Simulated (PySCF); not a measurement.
Species: C₃H₁₃ClSi₄.
Numbering: `[Cl:1][CH2:2][CH2:3][CH:4]1[SiH2:5][SiH2:6][SiH2:7][SiH2:8]1`

NICS = −σ at a ghost point: NICS(0) at the centroid of the ring atoms, NICS(1) 1 Å to either side along the normal of their mean plane, zz for the tensor component along that normal. Level: GIAO PBE0/pcSseg-1 (PySCF, non-relativistic, gas phase) on the GFN2-xTB geometry, one conformer.

Ring bond lengths (Å), with Mayer bond orders in brackets: C4–Si5 1.923 (0.87), Si5–Si6 2.324 (0.89), Si6–Si7 2.334 (0.85), Si7–Si8 2.322 (0.89), Si8–C4 1.926 (0.88).

Question: Give the NICS values of each ring in ppm.

Answer: 
| ring | type | NICS(0) | NICS(1), two faces | NICS(1)zz, two faces | rms pucker (Å) | centre to ring atoms, mean (Å) |
| --- | --- | --- | --- | --- | --- | --- |
| C4–Si5–Si6–Si7–Si8 | 5-membered ring with 4 Si; formal bonds all single | -3.0 | -2.7 / -3.2 | 1.7 / 2.3 | 0.20 | 1.82 |

Question: What do they say, and how far can they be read as aromaticity?

Answer: 
- C4–Si5–Si6–Si7–Si8: mean NICS(1)zz 2.0 ppm, near zero. C4, Si5, Si6, Si7, Si8 have four or more neighbours; no verdict on aromaticity is drawn.

Question: Give the inner angles of the rings and the Hirshfeld charges of the ring atoms.

Answer: 
- C4–Si5–Si6–Si7–Si8: C4 114.4° (-0.197 e), Si5 105.2° (+0.228 e), Si6 101.6° (+0.149 e), Si7 100.7° (+0.148 e), Si8 105.3° (+0.236 e); sum 527.3° against 540° for a flat convex ring.
